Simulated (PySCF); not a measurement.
Compound: C₇H₁₃NSi.
Atom-mapped SMILES: `[CH2:1]=[C:2]1[CH2:3][CH2:4]/[C:5]1=[CH:6]/[CH2:7][SiH2:8][NH2:9]` (hydrogens: H10, H11 on C1; H12, H13 on C3; H14, H15 on C4; H16 on C6; H17, H18 on C7; H19, H20 on Si8; H21, H22 on N9)

Torsions of this conformer, `[CH2:1]=[C:2]1[CH2:3][CH2:4]/[C:5]1=[CH:6]/[CH2:7][SiH2:8][NH2:9]`: C5–C6–C7–Si8 93°, C6–C7–Si8–N9 -66°, H–N9–Si8–C7 48°, H–N9–Si8–C7 -172°.

The closed-shell ground state was solved at several levels (PySCF, density fitting, gas phase, non-relativistic). The structure is a single PBE0-D3(BJ)/def2-SVP conformer in the gas phase; no vibrational or solvent corrections.

```csv
level,basis functions,total energy (Eh),HOMO (eV),LUMO (eV),gap (eV),dipole (D)
PBE0/pcSseg-1,225,-618.2053,-6.16,-0.92,5.24,1.02
wB97X-D/pcSseg-1,225,-618.6099,-7.91,0.80,8.71,1.04
```

(1) Estimate the row for PBE0/def2-SVPD, a basis of 288 functions; the other rows only guide the guess.

(2) Over all these levels, which gives the widest orbital gap and which the narrowest?

(3) How far do the dipole and the HOMO energy spread over the levels?

Results:

(1) Total energy -617.9533 Eh, HOMO -6.18 eV, LUMO -0.99 eV, gap 5.19 eV, dipole 0.93 D.

(2) wB97X-D/pcSseg-1 (range-separated hybrid) has the widest, 8.71 eV, and PBE0/def2-SVPD (global hybrid, 25 % exact exchange) the narrowest, 5.19 eV. Functional and basis both differ between the two, so the spread mixes both effects.

(3) The dipole runs from 0.93 to 1.04 D (mean 1.00 D) and the HOMO from -7.91 to -6.16 eV.

wB97X-D is run here without its empirical dispersion term; that term would change no orbital, density or response property at a fixed geometry.
